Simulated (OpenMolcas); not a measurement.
Au2+: effect of the IPEA shift

```json
{"Program": "OpenMolcas 26.06", "Basis": "ANO-RCC-VQZP [9s8p6d4f2g1h]", "Scalar Hamiltonian": "DKH2, point nucleus", "Active space": "9 electrons in 6 orbitals (5d 6s)", "State averaging": "2S+1 = 2 even, 30 roots; 2S+1 = 4 even, 10 roots kept (CI in the orbitals of an earlier block)", "Spin-orbit coupling": "RASSI with atomic mean-field integrals over the reference wave functions, term energies averaged over their components"}
```

Methods on the same reference wave functions:
A. CASSCF
B. MS-CASPT2, IPEA 0 Eh, imaginary shift 0.1 Eh (closed shells correlated: 5s 5p)
C. MS-CASPT2, IPEA 0.25 Eh, imaginary shift 0.1 Eh (closed shells correlated: 5s 5p)

Energies in cm-1 above 5d9 2D 5/2, the measured ground level; measured values from Iglesias, J. Res. Natl. Bur. Stand. 64A, 481 (1960).

```tsv
Level	A	B	C	Measured
5d9 2D 5/2	0.0	0.0	0.0	0.0
5d9 2D 3/2	13142	13270	13280	12694
5d8 6s 4F 9/2	25328	26190	27710	29754
5d8 6s 4F 7/2 [59 %]	31108	30970	32690	35077
5d8 6s 2F 7/2 [58 %]	42792	41560	43420	45740
5d8 6s 4P 1/2	49261	45910	47860	49439
5d8 6s 2G 9/2	57467	54660	56200	57819
5d8 6s 2G 7/2	57935	55050	56630	58585
5d8 6s 2P 1/2	59566	54070	56370	58327
```

Deviations, from unrounded energies. A percentage is the sum of absolute deviations over the sum of measured energies, with the sign that they share, or ± where signs differ.

```tsv
Against measurement	Levels	A	B	C
mean absolute deviation (cm-1)	8	1800	3400	1800
fine structure of the ground term (%)	1	+3.5	+4.5	+4.6
other configurations (%)	7	±4.1	-7.9	-4.1
```

A, C lie about equally close to measurement and B furthest from it. The largest miss of A in the table is 5d8 6s 4F 9/2, by -4400 cm-1. The ranking rests on the paired levels alone, and a cruder setting can come out closer through cancelling errors.

Between B and C the level of the table that moves most is 5d8 6s 2P 1/2, by 2300 cm-1 (lowest in B, highest in C). Moves below CASPT2's spread within the term are not significant.

The lowest spin-free term lies below A's lowest term by 0.556 hartree in B, 0.553 hartree in C.

CASPT2 breaks the degeneracy within a term, and the mean is taken; among the terms shown or strongly mixed into the levels shown the widest spread is 1400 cm-1 (5d8 6s 2G, B). Terms from blocks run as CI alone lack orbitals of their own. A single d shell beside an s shell can misplace configurations of different d count against each other. Without dynamic correlation excited terms often stand tens of per cent too high (terms of higher spin than the ground term too low), and those without a measured partner can miss by more than the paired ones (holds for A). The CASPT2 spread within a term exceeds the gap to the next term for 5d8 6s 2P and 5d8 6s 2G, so the order of their levels is uncertain (holds for B; C). Measured partners are found by configuration, term and J. A level has none where our copy of the source lacks it or the pairing is in doubt (some pairs that miss far off the trend of their configuration count as doubtful), and it then counts in no deviation. Levels of configurations outside the active space are missing. The table leaves out levels that lie high or whose names do not pair safely across all columns.

A share in square brackets marks a mixed level and gives the weight of the term that names it, the lowest over the columns.
